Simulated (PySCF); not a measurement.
Job file and geometry (Å, from GFN2-xTB) of an NMR shielding run on SMILES PP1CCSCC1, C$_{4}$H$_{10}$P$_{2}$S, GIAO PBE0/pcSseg-1 NMR shielding, non-relativistic, gas phase (PySCF); density fitting, a coarse starting grid and PySCF grid level 2 are the driver's defaults:

```
$ OMP_NUM_THREADS=1 python probes_run.py task.json out

{"job": {"kind": "nmr", "xc": "PBE0", "basis": "pcSseg-1"}, "charge": 0, "multiplicity": 1}
P      2.326388     1.533699    -0.456850
P      0.723726     0.182465    -1.017432
C      0.852976    -0.987752     0.432489
C     -0.409336    -1.824076     0.551543
S     -1.823547    -0.846085     1.149578
C     -1.949130     0.344697    -0.222341
C     -0.698927     1.196197    -0.356951
H      2.194716     2.273160    -1.630223
H      3.302315     0.712967    -1.019005
H      1.710591    -1.644764     0.253029
H      1.028368    -0.433227     1.359675
H     -0.286967    -2.619851     1.286561
H     -0.687442    -2.262962    -0.408944
H     -2.817125     0.959043     0.018544
H     -2.150257    -0.216541    -1.137333
H     -0.438046     1.638075     0.609613
H     -0.885302     2.006986    -1.068910
```

Problem. What does the program print?

Solution. 
```
coarse grid: 15416 points
cycle   1  E = -1238.6117836982  dE =  7.125e-01  |g| = 3.015e-01  |ddm| = 3.866e+00
cycle   2  E = -1238.6109124428  dE =  8.713e-04  |g| = 3.180e-01  |ddm| = 6.737e-01
cycle   3  E = -1238.6365032684  dE = -2.559e-02  |g| = 6.100e-02  |ddm| = 3.690e-01
cycle   4  E = -1238.6374251347  dE = -9.219e-04  |g| = 1.930e-02  |ddm| = 1.095e-01
cycle   5  E = -1238.6375123348  dE = -8.720e-05  |g| = 5.712e-03  |ddm| = 3.173e-02
cycle   6  E = -1238.6375200481  dE = -7.713e-06  |g| = 1.512e-03  |ddm| = 8.497e-03
final grid: 134152 points
cycle   7  E = -1238.6839960097  dE = -3.615e-05  |g| = 8.862e-03  |ddm| = 3.649e-02
cycle   8  E = -1238.6839773085  dE =  1.870e-05  |g| = 1.232e-02  |ddm| = 2.004e-02
cycle   9  E = -1238.6840155138  dE = -3.821e-05  |g| = 8.497e-04  |ddm| = 1.267e-02
cycle  10  E = -1238.6840157033  dE = -1.895e-07  |g| = 2.140e-04  |ddm| = 1.530e-03
cycle  11  E = -1238.6840157150  dE = -1.163e-08  |g| = 6.553e-05  |ddm| = 3.775e-04
cycle  12  E = -1238.6840157161  dE = -1.158e-09  |g| = 1.372e-05  |ddm| = 1.181e-04
cycle  13  E = -1238.6840157162  dE = -6.003e-11  |g| = 3.397e-06  |ddm| = 2.518e-05
converged SCF energy = -1238.6840157162

GIAO shielding tensors (ppm)
atom      isotropic    diamagn.    paramagn.     s11        s22        s33       span
  0 P      525.280     966.556    -441.276    458.451    524.215    593.174    134.723
  1 P      405.825     966.134    -560.309    348.678    428.184    440.614     91.935
  2 C      153.686     252.500     -98.813    134.152    158.956    167.951     33.799
  3 C      151.710     248.148     -96.438    144.813    149.733    160.585     15.772
  4 S      478.245    1054.769    -576.524    359.278    477.748    597.709    238.431
  5 C      151.637     248.072     -96.435    144.643    149.602    160.666     16.023
  6 C      153.440     252.593     -99.153    133.899    158.498    167.922     34.023
  7 H       29.371      29.661      -0.290     23.820     26.837     37.455     13.635
  8 H       29.387      29.651      -0.264     23.892     26.877     37.391     13.500
  9 H       29.845      31.161      -1.316     24.509     28.742     36.282     11.773
 10 H       29.902      30.851      -0.949     26.282     29.543     33.880      7.598
 11 H       28.951      29.011      -0.061     22.796     27.075     36.981     14.185
 12 H       28.808      29.624      -0.817     24.255     27.676     34.492     10.238
 13 H       28.949      28.966      -0.017     22.807     27.069     36.970     14.163
 14 H       28.791      29.574      -0.782     24.186     27.662     34.525     10.339
 15 H       29.888      30.861      -0.974     26.232     29.566     33.866      7.633
 16 H       29.838      31.119      -1.281     24.502     28.779     36.234     11.732
```

Problem. Turn these shieldings into chemical shifts. Chemical shifts δ = σref − σ; $^{31}$P (σref 318.38) vs H3PO4; $^{13}$C (σref 186.93), $^{1}$H (σref 31.72) against TMS; $^{33}$S (σref 503.73) vs CS2, all at this level.

Solution. Averaging equivalent atoms: P 1: -87.5; P 0: -206.9; C 3/5: 35.3; C 2/6: 33.4; S 4: 25; H 11/12/13/14: 2.84; H 7/8: 2.34; H 9/10/15/16: 1.85 ppm. Experimental scales use liquid or dissolved standards, which lie at an offset from isolated H3PO4.

Size and cost of the density-fitted run: 190 basis functions, 23 s wall time on 1 thread of an AMD EPYC 9R45 96-Core, shared host; peak memory 0.85 GiB.
